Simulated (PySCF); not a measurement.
Input file for PySCF: R-B3LYP/3-21G on C3H8O2 (SMILES COCOC), a point of a torsion scan.

```python
from pyscf import gto, scf, dft, mp
from pyscf.data.elements import chemcore

mol = gto.M(
    atom='''
    C     2.07127938    0.40641391   -0.11062129
    O     1.38829881   -0.65121767    0.53610128
    C     0.03171279   -0.44144734    0.71763828
    O    -0.55676199    0.16464740   -0.40121868
    C    -1.94487921    0.31778108   -0.26871142
    H     1.94740922    1.34667557    0.43812389
    H     1.71408096    0.53783889   -1.13333497
    H     3.11999644    0.11787885   -0.11452522
    H    -0.41078277   -1.43074174    0.91665818
    H    -0.14608171    0.21034746    1.60612612
    H    -2.19277561    0.93759579    0.60238516
    H    -2.44442784   -0.65274172   -0.16365849
    H    -2.28714923    0.80947739   -1.17644721
    ''',
    basis='3-21g',
    charge=0, spin=0, verbose=3, max_memory=1800)
mf = dft.RKS(mol, xc='b3lyp')
mf.conv_tol = 1e-8
mf.max_cycle = 100
mf.kernel()
if not mf.converged:
    mf = mf.newton().run(mf.mo_coeff, mf.mo_occ)
```

Program output:

```
converged SCF energy = -268.059658061578
```

Self-consistency was reached.

Cost: roughly 4 core-seconds.
